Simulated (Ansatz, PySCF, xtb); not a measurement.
Dimer: HF (SMILES F) (first 2 atoms) with SiH4 (SMILES [SiH4]); geometry from B3LYP-D3(BJ)/def2-TZVP, rigid monomers moved along the line of their centres of mass till H2···H4 is 3.12 Å.
(charge 0, multiplicity 1):
| atom | x (Å) | y (Å) | z (Å) |
|---|---|---|---|
| F | -0.2022 | -0.4294 | -0.4678 |
| H | -0.1008 | -0.7705 | 0.3912 |
| Si | 0.0244 | 0.3655 | 4.4474 |
| H | 0.1101 | -0.7867 | 3.5067 |
| H | 1.1121 | 1.3137 | 4.1327 |
| H | 0.1780 | -0.1667 | 5.8175 |
| H | -1.2940 | 1.0108 | 4.2847 |

```csv
level,interaction energy (kcal/mol),"minus CCSD(T)/CBS(aug-cc-pV(D+d)Z, aug-cc-pV(T+d)Z)",cost
GFN-FF,-0.20,0.17,-
GFN2-xTB,-0.52,-0.15,-
HF/aug-cc-pV(D+d)Z,-0.25,0.12,-
r2SCAN/def2-TZVPPD,-0.29,0.08,×1
r2SCAN-D3(BJ)/def2-TZVPPD,-0.37,0.00,×1
B3LYP/6-311+G** (no counterpoise),-0.24,0.13,-
B3LYP-D4/def2-TZVPPD,-0.22,0.15,×1
wB97X-V/def2-TZVPPD,-0.36,0.01,×3
wB97M-V/def2-TZVPPD,-0.37,0.00,×3
MP2/aug-cc-pV(T+d)Z,-0.35,0.02,-
"MP2/CBS(aug-cc-pV(D+d)Z, aug-cc-pV(T+d)Z)",-0.36,0.01,-
CCSD(T)/aug-cc-pV(D+d)Z,-0.36,0.01,×3
CCSD(T)/aug-cc-pV(T+d)Z,-0.37,0.00,×30*
"CCSD(T)/CBS(aug-cc-pV(D+d)Z, aug-cc-pV(T+d)Z)",-0.37,0.00,×40*
```

 The comparison column counts from a level with limits of its own.

The rows run from -0.52 (GFN2-xTB) to -0.20 kcal/mol (GFN-FF). From aug-cc-pV(D+d)Z to aug-cc-pV(T+d)Z CCSD(T) changes by -0.01. The dispersion term adds -0.09 in r2SCAN-D3(BJ). The 3 functionals in def2-TZVPPD without D3 or D4 span 0.09, from wB97M-V to r2SCAN.

Monomers are frozen at their geometry in the pair; levels with a basis set take the counterpoise correction. Rows marked so take none.

Correlated levels freeze the cores. CBS(a, b) extrapolates the correlation energy as X⁻³ and adds the Hartree–Fock energy of set b. Rows in 6-311+G** carry no dispersion term and start afresh at each structure.

The values were computed with Ansatz (Gaussian orbitals); PySCF for 6-311+G** rows, the dispersion terms; xtb for the GFN methods. Values without a source in brackets are computed.

Costs are rough ratios of core time to PBE/def2-TZVPPD (about 4 s over the structures, on one shared machine); a dash marks a level with no comparable run of its own. A star marks coupled-cluster runs past 200 virtual orbitals, where the program's memory plan changes under this machine's limit, so their costs aren't comparable with smaller runs.

Ansatz is a first-principles code.
